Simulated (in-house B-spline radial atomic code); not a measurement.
**KLI/ALDAx excitations of neutral cadmium**

Method: KLI/ALDAx. Computed with a B-spline radial code for spherical atoms: linear response of the closed shell [Kr] 4d10 5s2 with the adiabatic LDA exchange kernel on the exchange-only KLI potential; scalar-relativistic (spin-free one-electron X2C), finite nucleus, no spin-orbit coupling, no double excitations, S, P, D and F terms only; shells from n = 3 respond. Only terms of natural parity with L up to 3 were computed.

Command:
```bash
python run_td.py task.json out
```
Settings (radii: box in bohr, nucleus in fm):
```
Z                        48
electrons                48
configuration            [Kr] 4d10 5s2
hamiltonian              x2c
method                   kli
box_radius               75
rms_radius               4.6087
intervals                113
```

Time taken, with all properties: 6.7 s on 1 thread of Arm Neoverse N1, on a shared host.

The lowest states, in the order of their Tamm-Dancoff energies; the method's threshold (minus the highest occupied level) is 7.674 eV. Labels give the largest channel, * marks a mixed state, and oscillator strengths are full-response dipole values. Measured ¹D terms are left out, since they can mix with doubly excited terms. Semilocal kernels can invert the small singlet-triplet splittings of Rydberg terms. Energies in eV:

```json
{"state": "5s → 5p 3P", "full response": "3.203", "Tamm-Dancoff": "3.345", "oscillator strength": "-", "measured (J-weighted term)": "3.874"}
{"state": "5s → 5p 1P", "full response": "4.780", "Tamm-Dancoff": "4.926", "oscillator strength": "1.25", "measured (J-weighted term)": "5.417"}
{"state": "5s → 6s 3S", "full response": "5.114", "Tamm-Dancoff": "5.125", "oscillator strength": "-", "measured (J-weighted term)": "6.383"}
{"state": "5s → 6s 1S", "full response": "5.475", "Tamm-Dancoff": "5.493", "oscillator strength": "-", "measured (J-weighted term)": "6.610"}
{"state": "5s → 6p 3P", "full response": "5.987", "Tamm-Dancoff": "6.000", "oscillator strength": "-", "measured (J-weighted term)": "-"}
{"state": "5s → 5d 3D", "full response": "?", "Tamm-Dancoff": "?", "oscillator strength": "-", "measured (J-weighted term)": "?"}
{"state": "5s → 5d 1D", "full response": "6.106", "Tamm-Dancoff": "6.108", "oscillator strength": "-", "measured (J-weighted term)": "-"}
{"state": "5s → 6p 1P", "full response": "6.272", "Tamm-Dancoff": "6.321", "oscillator strength": "0.157", "measured (J-weighted term)": "-"}
{"state": "5s → 7s 3S", "full response": "6.458", "Tamm-Dancoff": "6.461", "oscillator strength": "-", "measured (J-weighted term)": "-"}
{"state": "5s → 7s 1S", "full response": "6.564", "Tamm-Dancoff": "6.570", "oscillator strength": "-", "measured (J-weighted term)": "-"}
{"state": "5s → 7p 3P", "full response": "6.766", "Tamm-Dancoff": "6.771", "oscillator strength": "-", "measured (J-weighted term)": "-"}
{"state": "5s → 6d 3D", "full response": "?", "Tamm-Dancoff": "?", "oscillator strength": "-", "measured (J-weighted term)": "-"}
{"state": "5s → 4f 3F", "full response": "6.805", "Tamm-Dancoff": "6.805", "oscillator strength": "-", "measured (J-weighted term)": "-"}
{"state": "5s → 4f 1F", "full response": "6.807", "Tamm-Dancoff": "6.808", "oscillator strength": "-", "measured (J-weighted term)": "-"}
{"state": "5s → 6d 1D", "full response": "6.816", "Tamm-Dancoff": "6.817", "oscillator strength": "-", "measured (J-weighted term)": "-"}
{"state": "5s → 7p 1P", "full response": "6.867", "Tamm-Dancoff": "6.886", "oscillator strength": "0.0416", "measured (J-weighted term)": "-"}
```

(1) Where does 5s → 6d 3D lie?

(2) Where does 5s → 5d 3D lie?

(3) How large is the singlet-triplet splitting of 5s → 5p (P terms) in Tamm-Dancoff?

(4) What polarisabilities and dispersion coefficient does the method give?

Results:

(1) At 6.777 eV in full response, 6.780 eV in Tamm-Dancoff.

(2) At 6.006 eV in full response, 6.015 eV in Tamm-Dancoff; measured 7.378 eV.

(3) 1.58 eV, from the unrounded values.

(4) Dipole 53.42 bohr³, quadrupole 579.6 bohr⁵, C6 488.9 hartree·bohr⁶ for two such species. Recommended dipole value: 46 ± 2 bohr³ (Schwerdtfeger and Nagle, table of static dipole polarizabilities (2023 update)), which includes relativity and correlation.
